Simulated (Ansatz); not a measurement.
`C#C[Si](F)Cl` radical, relaxed with UKS PBE-D4/def2-SVP in the Gaussian-basis code of Ansatz from a rough embedded geometry. The force threshold is 0.03 eV/Å; the program also tests the step.

Charge 0, multiplicity 2.

Start:

```xyz
6

C    -1.531   -0.438    0.697
C    -0.539    0.006    0.360
Si    1.067    0.743   -0.150
F     0.998    1.351   -1.670
Cl    2.520   -0.734   -0.208
H    -2.515   -0.928    0.971
```

```csv
step,energy (eV),largest force (eV/Å),largest move (Å)
1,-25182.2012,12.220,0.000
2,-25182.7465,0.241,0.055
3,-25182.7520,0.083,0.014
4,-25182.7558,0.135,0.031
5,-25182.7581,0.078,0.033
6,-25182.7590,0.038,0.020
7,-25182.7591,0.033,0.004
8,-25182.7592,0.021,0.002
```

End:

```xyz
6

C    -1.590   -0.478    0.683
C    -0.510   -0.061    0.262
Si    1.082    0.720   -0.156
F     0.977    1.391   -1.646
Cl    2.580   -0.714   -0.185
H    -2.539   -0.858    1.042
```

Hardware: 4 threads of an Intel Xeon 6975P-C on a shared host. Wall time 4.8 s, peak host memory 0.19 GiB.
